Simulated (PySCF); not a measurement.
AgI, SMILES [Ag][I], multiplicity 1.

Geometry optimised at PBE0-D3(BJ)/def2-TZVP. The multiplicity is an assumed one; other spin states were not compared. The def2 effective core potentials stand for the cores of Ag, I; spin–orbit coupling is left out.

Calculation: TDA-PBE/def2-TZVPD in PySCF.

Vertical excitations; the highest root listed may be one member of a degenerate set. The molecule is in vacuum. State labels are in the subgroup C2v.

```csv
state,symmetry,energy (eV),λ (nm),f,main pairs
S1,B2,2.06,601,0.006,HOMO→LUMO (degenerate set)
S2,B1,2.06,601,0.006,HOMO−1→LUMO (degenerate set)
S3,A1,3.58,346,0.132,HOMO−2→LUMO 88 %
S4,A2,4.49,276,0.000,HOMO−3→LUMO (degenerate set)
S5,A1,4.49,276,0.000,HOMO−4→LUMO (degenerate set)
S6,B2,4.92,252,0.003,HOMO−5→LUMO (degenerate set)
S7,B1,4.92,252,0.003,HOMO−6→LUMO (degenerate set)
S8,A2,5.09,244,0.000,"HOMO→LUMO+1 50 %, HOMO−1→LUMO+2 50 %"
S9,A1,5.11,243,0.000,"HOMO→LUMO+2, HOMO−1→LUMO+1 (degenerate set)"
S10,A2,5.11,243,0.000,"HOMO−1→LUMO+2, HOMO→LUMO+1 (degenerate set)"
T1,B2,1.78,697,0,HOMO→LUMO (degenerate set)
T2,B1,1.78,697,0,HOMO−1→LUMO (degenerate set)
T3,A1,2.57,482,0,HOMO−2→LUMO 100 %
T4,A2,4.19,296,0,HOMO−3→LUMO 100 %
```
Triplets are in the Tamm–Dancoff approximation.
